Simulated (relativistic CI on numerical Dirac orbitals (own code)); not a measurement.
**Sensitivity of the levels of Ir VI to α and to the nuclear radius**

Computed by Dirac-Coulomb-Breit CI, orbitals from a KLI potential per configuration, valence Slater integrals scaled by 0.85, P86 correlation energy added to each configuration, derivatives by finite differences, QED left out (own radial code, finite nucleus).

Configurations in the expansion (outside the closed core [Xe] 4f14): 5d⁴, 5d³6s, 5d³5f, 5d³6p, 5d²6s², 5d³6d, 5d²6s6p, 5d²6p². Levels of other configurations are missing.

With x = (α/α₀)² − 1 an excitation energy changes as ω = ω₀ + qx; K = 2q/ω₀ is the relative enhancement. Terms are leading LS components, so labels can repeat. The field-shift factor is F = δν/δ⟨r²⟩ for the transition from the lowest level.

Lowest level 5d⁴ ⁵D0.

| Level | ω₀ (cm⁻¹) | q (cm⁻¹) | F (GHz/fm²) |
| --- | --- | --- | --- |
| 5d⁴ ⁵D1 | 5239.8 | 9061 | 0.496 |
| 5d⁴ ⁵D2 | 9693.7 | 14180 | 0.828 |
| 5d⁴ ⁵D3 | 13073.9 | 16220 | 1.09 |
| 5d⁴ ⁵D4 | 15123.9 | 14210 | 1.15 |
| 5d⁴ ³P0 | 21337.5 | 14000 | 2.44 |
| 5d⁴ ³H4 | 23177.2 | 14180 | 1.23 |
| 5d⁴ ³G3 | 27373.9 | 13640 | 1.86 |
| 5d⁴ ³F2 | 28103.7 | 12430 | 2.91 |
| 5d⁴ ³P1 | 28852.4 | 17270 | 3.9 |
| 5d⁴ ³H5 | 28905.1 | 17460 | 1.67 |
| 5d⁴ ³H6 | 31421.3 | 18490 | 1.69 |
| 5d⁴ ³G4 | 34272.1 | 20140 | 2.37 |
| 5d⁴ ³P2 | 35235.8 | 17850 | 3.74 |
| 5d⁴ ³F4 | 36623.8 | 23080 | 2.81 |
| 5d⁴ ³F3 | 37181.5 | 17190 | 2.93 |
| 5d⁴ ³D3 | 40093.4 | 24100 | 3.18 |
| 5d⁴ ¹D2 | 41927.8 | 21180 | 4.73 |
| 5d⁴ ³G5 | 42686.0 | 28120 | 3.17 |
| 5d⁴ ³D1 | 44653.5 | 24920 | 3.52 |
| 5d⁴ ¹I6 | 44756.4 | 27330 | 2.67 |
| 5d⁴ ¹G4 | 50283.3 | 25610 | 3.49 |
| 5d⁴ ³P2 | 50903.3 | 23610 | 5 |
| 5d⁴ ¹S0 | 50990.2 | 26080 | 4.05 |

At this charge configurations can still be misplaced by up to about 7 % of their energy. Levels and lines within the n = 5 or 6 shells can be off by up to 10 % or somewhat more, and those that change n by about 2 %, since core polarisation is missing.

**Question.** Which transition from the lowest level has the largest |K|?

**Answer.** 5d⁴ ⁵D1 at 5239.8 cm⁻¹, K = 3.46.
